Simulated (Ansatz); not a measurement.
# Ligand exchange: C3H6Ge + C2H3ClSn → C2H3ClGe + C3H6Sn

Species: C3H6Ge `C#[C][GeH2][CH3]`, singlet; C2H3ClSn `C#[C][SnH2][Cl]`, singlet; C2H3ClGe `C#[C][GeH2][Cl]`, singlet; C3H6Sn `C#[C][SnH2][CH3]`, singlet. The partners trade CH3 for Cl: Ge–CH3 and Sn–Cl bonds give way to Ge–Cl and Sn–CH3.

Shapes, held fixed at every level: PBE0-D4/def2-TZVP. Programs: Ansatz 0.2.0. Electronic energies: no zero-point or thermal term.

```csv
level,kind,ΔE (kJ/mol),less CCSD(T)/def2-TZVPP
HF/def2-TZVPP,Hartree–Fock,+27.8,+6.7
BHLYP-D4/def2-TZVPP,global hybrid,+26.0,+4.9
PBE0-D4/def2-TZVPP,global hybrid,+24.2,+3.1
B2PLYP/def2-TZVPP,double hybrid,+23.7,+2.6
MP2/def2-TZVPP,perturbation theory,+20.2,-0.9
CCSD/def2-TZVPP,coupled cluster or CI,+22.0,+0.9
CCSD(T)/def2-TZVPP,coupled cluster or CI,+21.1,0.0
```

The highest level, CCSD(T)/def2-TZVPP, gives ΔE = +21.1 kJ/mol; the levels span +20.2 to +27.8. The column of differences is taken from that level and isn't an error. No measured value is set beside it here. For atoms past krypton def2 sets carry core potentials with scalar relativity. Relativity is left out for Ge. Outer-core shells of Ge, Sn are correlated, in sets that cover them unevenly.
